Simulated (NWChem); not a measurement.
System: CH₃Si cation

Output (shortened):

```
             Northwest Computational Chemistry Package (NWChem) 7.3.0
             --------------------------------------------------------

                             Geometry "geometry" -> ""
                             -------------------------

 Output coordinates in angstroms (scale by  1.889725989 to convert to a.u.)

  No.       Tag          Charge          X              Y              Z
 ---- ---------------- ---------- -------------- -------------- --------------
    1 C                    6.0000    -0.08299100     0.00000000     1.04464600
    2 Si                  14.0000     0.33923500     0.00000000    -0.61952000
    3 H                    1.0000     0.01682600    -0.92425000     1.64010000
    4 H                    1.0000     0.01682600     0.92425000     1.64010000
    5 H                    1.0000    -0.46258900     0.00000000    -1.87337600

 Effective nuclear repulsion energy (a.u.)      44.2911559852

                                 NWChem DFT Module
                                 -----------------

 Summary of "ao basis" -> "ao basis" (spherical)
 ------------------------------------------------------------------------------
       Tag                 Description            Shells   Functions and Types
 ---------------- ------------------------------  ------  ---------------------
 C                           6-31g*                  6       14   3s2p1d
 Si                          6-31g*                  8       18   4s3p1d
 H                           6-31g*                  2        2   2s

 in cosmo_initialize ...
 calling solv_data for solv:meg

 solvent parameters
 solvname_short: meg
 solvname_long:  1,2-ethanediol
 dielec:       40.2450
 dielecinf:     2.0501
 nonaqueous SMD model solvent descriptors
 dielec:       40.2450
 sola:          0.5800
 solb:          0.7800
 solc:          0.0000
 solg:         69.0700
 solh:          0.0000
 soln:          1.4318

          ---------------
          -cosmo- solvent
          ---------------
 Cosmo: York-Karplus, doi: 10.1021/jp992097l
 dielectric constant -eps-     =  40.24
 screen = (eps-1)/(eps    )    =   0.97515
 surface charge correction     = lagrangian

   van der Waals surface
 --------------------------

 ---------- ATOMIC COORDINATES (A.U.) ------------ VDWR(ANG.) --
     1   -0.15683025    0.00000000    1.97409470     1.850
     2    0.64106120    0.00000000   -1.17072304     2.470
     3    0.03179653   -1.74657924    3.09933959     1.200
     4    0.03179653    1.74657924    3.09933959     1.200
     5   -0.87416646    0.00000000   -3.54016731     1.200
 number of segments per atom =        128
 number of   points per atom =        128
 atom (   nspa,  nppa )
 ----------------------
    1 (     52,     0 )       0
    2 (    108,     0 )       0
    3 (     53,     0 )       0
    4 (     53,     0 )       0
    5 (     32,     0 )       0
 number of -cosmo- surface points =      298
 molecular surface =     90.327 angstrom**2
 molecular volume  =     74.452 angstrom**3
 -lineq- algorithm             =   0
 -bem- low  level              =   3
 -bem- from -octahedral-
 gaussian surface charge width =   4.50000
 degree of switching           =   1.00000
 switching function tolerance  =   0.00010
 atomic radii =
 --------------
    1  6.000  1.850
    2 14.000  2.470
    3  1.000  1.200
    4  1.000  1.200
    5  1.000  1.200
 ...... end of -cosmo- initialization ......

 nat:                     5
 ixmem:                  1509
 calling mnsol_interface()
 G(SMD-CDS) energy (kcal/mol)  =     2.204
 SMD-CDS SASA (angstrom**2)    =   103.511

            General Information
            -------------------
          SCF calculation type: DFT
          Wavefunction type:  closed shell.
          No. of atoms     :     5
          No. of electrons :    22
           Alpha electrons :    11
            Beta electrons :    11
          Charge           :     1
          Spin multiplicity:     1
          Use of symmetry is: off; symmetry adaption is: off
          Maximum number of iterations: 150
          AO basis - number of functions:    38
                     number of shells:    20
          Convergence on energy requested:  1.00D-06
          Convergence on density requested:  1.00D-05
          Convergence on gradient requested:  5.00D-04

[...]

                                COSMO-SMD solvation results
                                ---------------------------

             internal energy in gas <Psi(g)|H|Psi(g)> =      -328.941947657642
         internal energy in solvent <Psi(s)|H|Psi(s)> =      -328.941733906678
                               delta internal energy  =         0.000213750964 (    0.13 kcal/mol)
   total free energy in solvent <Psi(s)|H+V/2|Psi(s)> =      -329.043435470036
 polarization energy contribution <Psi(s)|V/2|Psi(s)> =        -0.101701563358 (  -63.82 kcal/mol)
    total free energy in solvent including G(SMD-CDS) =      -329.039922801880
                       G(SMD-CDS) energy contribution =         0.003512668156 (    2.20 kcal/mol)
     1 M fixed-concentration free energy of solvation =        -0.097975144237 (  -61.48 kcal/mol)

                       DFT Final Molecular Orbital Analysis
                       ------------------------------------

 Vector    9  Occ=2.000000D+00  E=-5.433165D-01
              MO Center= -2.5D-02, -1.2D-09,  1.2D+00, r^2= 1.2D+00
   Bfn.  Coefficient  Atom+Function         Bfn.  Coefficient  Atom+Function
  ----- ------------  ---------------      ----- ------------  ---------------
     4      0.468044  1 C  py                 8      0.254629  1 C  py
    33     -0.227410  3 H  s                 35      0.227410  4 H  s
    34     -0.117695  3 H  s                 36      0.117695  4 H  s
    22      0.099439  2 Si py                18     -0.044655  2 Si py
    29      0.034169  2 Si d -1

 Vector   10  Occ=2.000000D+00  E=-4.952415D-01
              MO Center= -5.9D-02,  1.0D-09, -1.4D-01, r^2= 2.6D+00
   Bfn.  Coefficient  Atom+Function         Bfn.  Coefficient  Atom+Function
  ----- ------------  ---------------      ----- ------------  ---------------
    23      0.454228  2 Si pz                 5     -0.384256  1 C  pz
    37     -0.219449  5 H  s                 38     -0.196281  5 H  s
    19     -0.180102  2 Si pz                 9     -0.153892  1 C  pz
    33     -0.110708  3 H  s                 35     -0.110708  4 H  s
    34     -0.071053  3 H  s                 36     -0.071053  4 H  s

 Vector   11  Occ=2.000000D+00  E=-3.565942D-01
              MO Center=  2.9D-01, -2.7D-09,  1.3D-01, r^2= 2.2D+00
   Bfn.  Coefficient  Atom+Function         Bfn.  Coefficient  Atom+Function
  ----- ------------  ---------------      ----- ------------  ---------------
    21      0.452517  2 Si px                 3      0.340313  1 C  px
     7      0.267639  1 C  px                20      0.219838  2 Si s
    25      0.189966  2 Si px                17     -0.168084  2 Si px
    24      0.144622  2 Si s                  5      0.130793  1 C  pz
     6     -0.119978  1 C  s                 16     -0.085801  2 Si s

 Vector   12  Occ=0.000000D+00  E=-1.211712D-01
              MO Center=  2.9D-01, -3.9D-08, -1.1D-01, r^2= 3.0D+00
   Bfn.  Coefficient  Atom+Function         Bfn.  Coefficient  Atom+Function
  ----- ------------  ---------------      ----- ------------  ---------------
    24      0.461048  2 Si s                  7     -0.436656  1 C  px
    38     -0.427541  5 H  s                  3     -0.406333  1 C  px
    21      0.308346  2 Si px                20      0.240360  2 Si s
    37     -0.163004  5 H  s                 23     -0.141528  2 Si pz
    25      0.137078  2 Si px                27     -0.124705  2 Si pz

 Vector   13  Occ=0.000000D+00  E=-1.123171D-01
              MO Center=  3.3D-01,  4.9D-08, -5.7D-01, r^2= 2.6D+00
   Bfn.  Coefficient  Atom+Function         Bfn.  Coefficient  Atom+Function
  ----- ------------  ---------------      ----- ------------  ---------------
    22      0.668017  2 Si py                26      0.463650  2 Si py
    18     -0.235760  2 Si py                34      0.163366  3 H  s
    36     -0.163366  4 H  s                 33      0.088529  3 H  s
    35     -0.088529  4 H  s                  4     -0.077691  1 C  py
    11     -0.027585  1 C  d -1               8     -0.025903  1 C  py

 Vector   14  Occ=0.000000D+00  E= 4.509544D-02
              MO Center= -1.4D-01, -3.0D-09, -4.2D-01, r^2= 3.7D+00
   Bfn.  Coefficient  Atom+Function         Bfn.  Coefficient  Atom+Function
  ----- ------------  ---------------      ----- ------------  ---------------
     6      1.199798  1 C  s                 24     -1.042116  2 Si s
    27     -0.710936  2 Si pz                25      0.561086  2 Si px
    38      0.411433  5 H  s                  9     -0.315027  1 C  pz
    21      0.309195  2 Si px                 5     -0.171831  1 C  pz
    20     -0.168218  2 Si s                 30      0.161756  2 Si d  0

     Multipole analysis of the density
     ---------------------------------

     L   x y z        total         alpha         beta         nuclear
     -   - - -        -----         -----         ----         -------
     0   0 0 0      1.000000    -11.000000    -11.000000     23.000000

     1   1 0 0      0.302306     -3.460498     -3.460498      7.223302
     1   0 1 0      0.000000      0.000000      0.000000      0.000000
     1   0 0 1     -0.533555      0.676744      0.676744     -1.887043

     2   2 0 0    -13.828846    -10.248021    -10.248021      6.667196
     2   1 1 0      0.000000      0.000000      0.000000      0.000000
     2   1 0 1     -0.311855      4.380506      4.380506     -9.072866
     2   0 2 0     -9.973653     -8.037366     -8.037366      6.101078
     2   0 1 1     -0.000000     -0.000000     -0.000000      0.000000
     2   0 0 2     -6.369038    -40.342114    -40.342114     74.315190
```

Level: M05-2X/6-31G* (spherical d), SMD on the gas-phase geometry. Coordinates come from a PBE0/def2-SVP optimisation. Solvent: ethylene glycol.

Write an input that gives this output.

This is not unique; one that fits is the input that was run:
```
start job
memory heap 200 mb stack 900 mb global 1100 mb
charge 1
geometry units angstroms noautosym nocenter noautoz
  C     -0.082991    -0.000000     1.044646
  Si     0.339235    -0.000000    -0.619520
  H      0.016826    -0.924250     1.640100
  H      0.016826     0.924250     1.640100
  H     -0.462589     0.000000    -1.873376
end
basis spherical
  * library 6-31g*
end
dft
  xc m05-2x
  iterations 150
end
cosmo
  do_cosmo_smd true
  solvent meg
end
task dft energy
```
